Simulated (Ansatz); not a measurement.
Reaction (cleavage of the B–Si bond): `CB(F)[SiH2][AlH2]` + H–F → `CB(F)F` + `[AlH2][SiH3]`

Program: Ansatz. Geometries: PBE0-D4/def2-TZVP. ΔE: electronic, gas phase. CCSD(T)/CBS adds triple-zeta CCSD(T) − MP2 to the extrapolated MP2 energy (def2 sets, frozen cores). This one scheme is used for every species. Each species was taken in one conformer, which may not be the lowest.

```csv
species,CCSD(T)/CBS(def2) energy (Eh)
`CB(F)[SiH2][AlH2]`,-697.97710
H–F,-100.39570
`CB(F)F`,-264.37561
`[AlH2][SiH3]`,-534.06280
```

**Question.** Work out ΔE.

**Answer.** ΔE = (-264.37561) + (-534.06280) − (-697.97710) − (-100.39570) = -0.06561 Eh = -172.3 kJ/mol.

Largest T1 diagnostic among the species: 0.014.

The D4 term adds +8.7 kJ/mol with B3LYP and +5.1 kJ/mol with PBE0; it sums over pairs of atoms, weighted by their polarisabilities, and B3LYP, whose exchange is more repulsive, gets the larger term. In def2-TZVPP, CCSD(T) changes the Hartree–Fock value by +34.3 kJ/mol (the triples alone add +5.0 kJ/mol) and MP2 by +33.8 kJ/mol.

B3LYP here is the variant with VWN-RPA as its local correlation; programs differ in this.
